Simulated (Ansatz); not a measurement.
# Calibrating r2SCAN0-D4/def2-TZVPP on molecular compounds of Si

The atomisation energy (no zero-point term) in kJ/mol of 8 molecular compounds of Si: x at r2SCAN0-D4/def2-TZVPP, y at CCSD(T)/CBS estimate. Shapes, held fixed at every level: PBE0-D4/def2-TZVP. Flexible molecules stand in one conformer, not always the lowest. Programs: Ansatz 0.2.0.

| molecule | x (kJ/mol) | y (kJ/mol) |
| --- | --- | --- |
| Si(OH)Cl | 1362 | 1412 |
| Si(OH)2 | 1862 | 1945 |
| CH3ClOSi (SMILES CO[Si]Cl) | 2539 | 2591 |
| Si3NH6Cl (SMILES [SiH3]N([SiH3])[Si]Cl) | 3452 | 3516 |
| Si3H6O2 (SMILES [SiH3]O[Si]O[SiH3]) | 3806 | ? |
| C2H6S2Si (SMILES CS[Si]SC) | 3838 | 3872 |
| C2H7NSi (SMILES CC[Si]N) | 3976 | 4035 |
| C2H6ClNSi (SMILES CN(C)[Si]Cl) | 4000 | 4057 |

Q: Fit y = c + s·x to the known rows and predict y for Si3H6O2.

A: 
1. Means of the 7 rows: x = 3004.14, y = 3061.1.
2. Σ(Δx)² = 7049613, Σ(Δx·Δy) = 7019638, so the slope is 7019638/7049613 = 0.99575.
3. Intercept: 3061.1 − (0.99575) × 3004.14 = 69.7. The largest residual of the fit is 21.
4. Si3H6O2: 69.7 + 0.99575 × 3806 = 3860 kJ/mol.

CCSD(T)/CBS estimate gives 3900 kJ/mol, so the prediction is off by -40 kJ/mol, more than the largest residual. Uncorrected, r2SCAN0-D4/def2-TZVPP misses Si3H6O2 by -94 kJ/mol, and the other rows by 57 on average. The line removes about 55 % of this miss. Left out in turn, the other rows are missed by 17 kJ/mol on average, so much of the error is systematic among these molecules. The CBS estimate extrapolates MP2 from def2-TZVPP and def2-QZVPP and adds CCSD(T) − MP2 in the triple-zeta set, cores frozen.
